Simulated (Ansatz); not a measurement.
H2IIn (SMILES [InH2][I]) moved off its minimum; all values from Ansatz (a first-principles code), cores frozen in correlated methods. Elements past Kr take the def2 small-core potentials, without spin–orbit coupling.
(charge 0, multiplicity 1)
```xyz
4

In    -0.6730    -1.0976     0.1549
H     -0.0819    -2.3012     1.2796
H     -2.1215    -1.1317    -0.9431
I      0.6987     1.1181    -0.1407
```

Forces at PBE/def2-TZVPP (eV/Å):

```json
[
 {"atom": "In1", "Fx": "-0.957", "Fy": "-0.747", "Fz": "-0.365"},
 {"atom": "H2", "Fx": "-0.100", "Fy": "0.236", "Fz": "-0.181"},
 {"atom": "H3", "Fx": "0.677", "Fy": "-0.034", "Fz": "0.571"},
 {"atom": "I4", "Fx": "0.379", "Fy": "0.545", "Fz": "-0.025"}
]
```

Task: Give the forces (eV/Å), the total energy and the dipole at CCSD(T)/def2-TZVPPD.

Result: 
| atom | Fx | Fy | Fz |
|---|---|---|---|
| In1 | -0.982 | -0.718 | -0.400 |
| H2 | -0.074 | 0.101 | -0.083 |
| H3 | 0.581 | -0.077 | 0.523 |
| I4 | 0.476 | 0.694 | -0.040 |
Energy -487.3220 hartree, dipole 1.80 D.
